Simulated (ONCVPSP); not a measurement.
**Before and after: ONCV potential for Tb**

```json
{"Element": "terbium", "Generator": "ONCVPSP 4.0.1", "Type": "optimised norm-conserving Vanderbilt (ONCV)", "Functional": "LDA (Perdew-Zunger)", "Relativity": "scalar-relativistic", "Frozen core": "[Kr] 4d10 4f8", "Valence charge": "11", "Reference configuration": "5s2 5p6 5d1 6s1 (charge +1)", "Partial waves": "5s+6s: rc 1.80 bohr, ncon 4, nbas 9, qcut 6.7 1/bohr, 2 projectors; 5p: rc 1.45 bohr, ncon 4, nbas 7, qcut 5.3 1/bohr, 3 projectors, debl 1.4 Ha; 5d: rc 3.10 bohr, ncon 3, nbas 7, qcut 5.3 1/bohr, 2 projectors, debl 2.6 Ha; f scattering state at 0.21 Ha: rc 2.90 bohr, ncon 4, nbas 8, qcut 4.2 1/bohr, 2 projectors, debl 2.9 Ha", "Local potential": "polynomial inside 1.40 bohr (lpopt 5, dvloc0 3 Ha)", "Core correction": "polynomial model core, fcfact 0.35"}
```

All-electron outer shells of the reference configuration (LDA (Perdew-Zunger), scalar-relativistic, ld1.x):

```tsv
shell	level (eV)	outermost node (bohr)	outermost maximum (bohr)
5s	-57.89	0.64	1.16
5p	-34.46	0.69	1.33
4f	-15.66	–	0.55
6s	-9.68	1.56	3.16
5d	-8.59	0.77	1.92
```

Change: all radii but the core radius scaled by about 1.30 (s 2.34, p 1.90, d 4.04, f 3.78 bohr); local potential polynomial inside 1.82 bohr (lpopt 5, dvloc0 3 Ha).

Cutoffs: the cutoffs (Ha) at which the residual kinetic energy of the hardest occupied pseudo-wave falls to 1 and 0.1 mHa per electron; they do not see the model core or the augmentation charge, which bear on the density cutoff. Errors are all-electron minus pseudo energies relative to the spin-unpolarised reference configuration.

Q: Predict the effect on cutoff, ghosts and configuration errors.

A: The potential gets softer (53 Ha and 68 Ha → 12 Ha and 32 Ha); the bound ghost in p disappears; of the 4 tests that both files solve, the error grows in 3 and shrinks in 1 by more than 15 % and 0.3 meV (median size 56.2 → 20.6 meV). A larger radius leaves more room for a smooth pseudo-wave, so fewer plane waves are needed.

```tsv
quantity	base	changed
cutoff, loose	53 Ha	12 Ha
cutoff, tight	68 Ha	32 Ha
loose cutoff by channel	s 16 Ha, p 53 Ha, d 8.0 Ha	s 12 Ha, p 12 Ha, d 6.3 Ha
bound ghosts	p	none
GHOST(+) flags under 300 eV	s at 177.1 eV	none
error for 5s2 5p6 5d1 6s2, meV [ΔE -6.95 eV]	-0.6	-2.1
error for 5s2 5p6 5d1 6s0, meV [ΔE 12.54 eV]	-11	-16
error for 5s2 5p6 5d0 6s0, meV [ΔE 32.64 eV]	-101	-25
error for 5s2 5p5 5d1 6s2, meV [ΔE 26.18 eV]	-165	-197
rms error of d²Exc/dni dnj with the model core, mHa	0.49	0.49
```

 A true bound ghost makes a file unfit for plane-wave use even where its test errors are small: the radial tests pick states by their node count and pass the ghost by.
